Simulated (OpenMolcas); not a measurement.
## O: thermal populations, the spin-orbit constant, Slater's ratio, worked from levels

```yaml
Program: OpenMolcas 26.06
Basis: ANO-RCC-VQZP [5s4p3d2f1g]
Scalar_Hamiltonian: DKH2, point nucleus
Active_space: 6 electrons in 4 orbitals (2s 2p)
State_averaging: 2S+1 = 3 even, 3 roots; 2S+1 = 1 even, 6 roots
Spin-orbit_coupling: state interaction with AMFI integrals over the reference wave functions, term energies averaged over their components
```

Methods: CASSCF; SS-CASPT2, IPEA 0.25 Eh, imaginary shift 0.1 Eh (closed shells correlated: 1s). Measured levels: NIST Handbook of Basic Atomic Spectroscopic Data.

**Thermal populations.** Z = Σ (2J + 1) exp(-E/kT) with k = 0.695035 cm-1/K, over the levels below. No other level of either list lies under 73700 cm-1, which is above 7 kT at each temperature.

```
      Level  2J + 1  SS-CASPT2  measured
2s2 2p4 3P2       5        0.0       0.0
2s2 2p4 3P1       3        150       158
2s2 2p4 3P0       1        224       227
2s2 2p4 1D2       5      15510     15868
2s2 2p4 1S0       1      32820     33793
```

```tsv
T (K)	Z, SS-CASPT2	Z, measured levels	Ground level (%), SS-CASPT2	Ground level (%), measured levels
5000	8.869	8.855	56.4	56.5
8000	9.191	9.166	54.4	54.5
12000	9.718	9.680	51.4	51.7
```

At 12000 K, kT = 8340 cm-1, and the computed levels give Z = 5.000 + 2.947 + 0.974 + 0.779 + 0.020 = 9.718.

**The spin-orbit constant.** For the Hund term 3P of p4, E(J) = (A/2) J(J+1) + constant and ζ = -2S·A = -2A. From J = 0 to J = 2 the energy changes by 3 A.

| Source | E(2) - E(0) | A | ζ |
| --- | --- | --- | --- |
| CASSCF | -223.9 | -74.6 | 149 |
| SS-CASPT2 | -224.0 | -74.7 | 149 |
| measured | -227.0 | -75.7 | 151 |

All in cm-1. SS-CASPT2 is off by -1.3 % and CASSCF by -1.4 %. Both methods take the spin-orbit matrix elements from the reference wave functions, so the second can move ζ only through the term energies and any multistate remixing. Second-order mixing with other terms is absorbed into this ζ.

**Slater's ratio.** With one set of orbitals, p4 has 1D - 3P = 6 F2 and 1S - 1D = 9 F2 (F2 = F²/25), a ratio of 3/2. Term energies are centres of gravity, weighted by 2J + 1.

```tsv
Source	1D - 3P	1S - 3P	F2 from the first	Ratio
CASSCF	17591	31866	2932	0.811
SS-CASPT2	15440	32743	2573	1.121
measured	15790	33715	2632	1.135
```

Energies in cm-1. A ratio away from 3/2 shows effects beyond one configuration with one set of orbitals, and in heavier atoms second-order spin-orbit shifts. In CASSCF the valence s occupation is 1.92 in 1S against 2.00 in 1D: mixing out of s² acts most on 1S and pulls it down.

Term energies are means over components that CASPT2 splits; among the terms shown or strongly mixed into the levels shown the widest spread is 120 cm-1 (2s2 2p4 1D, SS-CASPT2). Without dynamic correlation excited terms often stand tens of per cent too high (terms of higher spin than the ground term too low), and those without a measured partner can miss by more than the paired ones (holds for CASSCF). Measured partners are found by configuration, term and J. A level has none where our copy of the source lacks it or the pairing is in doubt (some pairs that miss far off the trend of their configuration count as doubtful), and it then counts in no deviation. Levels of configurations outside the active space are missing.
